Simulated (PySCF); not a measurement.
Method: M06-2X/def2-TZVP // PBE0-D3(BJ)/def2-TZVP (PySCF). Gas-phase values, no solvent. One relaxed conformer stands for a flexible species; it need not be the lowest. 

Reference species (SMILES): `Br[Si](Br)(Br)Br` (neutral, multiplicity 1).

| Property | Value |
|---|---|
| HOMO | -9.90 eV |
| S1 oscillator strength | 0.000 |
| HOMO–LUMO gap | 9.08 eV |

Changed species: `[Si](N)(N)(N)N` (4 of 4 Br replaced by NH2; the reference has 0 of 4 Br replaced by NH2).

Problem. What does the change do to the HOMO, S1 oscillator strength and HOMO–LUMO gap?

Solution. the HOMO rises by 1.69 eV, to -8.21 eV; the S1 oscillator strength is nearly the same; the HOMO–LUMO gap increases by 0.51 eV, to 9.59 eV.
